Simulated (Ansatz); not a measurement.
Calculated with Ansatz (gas phase, PBE0-D4/def2-TZVP geometries, no zero-point term in ΔE). CBS: MP2 limit from def2 TZ/QZ plus the TZ coupled-cluster correction, frozen cores. This one scheme is used for every species, atoms too. Functionals use def2-TZVPP. Open shells (•) are unrestricted, without spin–orbit coupling. Spin–orbit coupling would lower the free atoms: a little for C, Si. Each species was taken in one conformer, which may not be the lowest.

Consider the atomization: `NC1N[SiH2]1` → C• + 6 H• + 2 N• + Si•.

(1) What is ΔE at CCSD(T)/CBS? (Estimate.)

(2) What do these levels give: r2SCAN-D4, r2SCANh, CCSD(T)/def2-SVP, MP2/def2-TZVPP, HF/def2-QZVPP, MP2/CBS(def2)? (Estimate.)

Largest T1 diagnostic among the species: 0.012.

## Answers

(1) The calculation gave: +3408.5 kJ/mol.

(2) Computed: r2SCAN-D4 3399.8, r2SCANh 3369.9, CCSD(T)/def2-SVP 3144.6, MP2/def2-TZVPP 3333.5, HF/def2-QZVPP 2284.0, MP2/CBS(def2) 3449.7 kJ/mol.

Leaving LDA and LC-ωPBE aside and taking each functional with its dispersion term where it has one, the values, not all of them listed here, spread over 197.7 kJ/mol, from BHLYP-D4 to PBE-D4. LDA lies +474.9 kJ/mol from PBE without D4, its usual overbinding. In def2-TZVPP, CCSD(T) changes the Hartree–Fock value by +1016.9 kJ/mol (the triples alone add +59.1 kJ/mol) and MP2 by +1058.2 kJ/mol; breaking electron pairs costs correlation energy, which Hartree–Fock lacks.

For atomizations the MP2-based limit and the directly extrapolated one differ by several kJ/mol either way, and by 10 to 25 for some Ge, Se and Sn compounds, so smaller differences from it don't rank the levels.
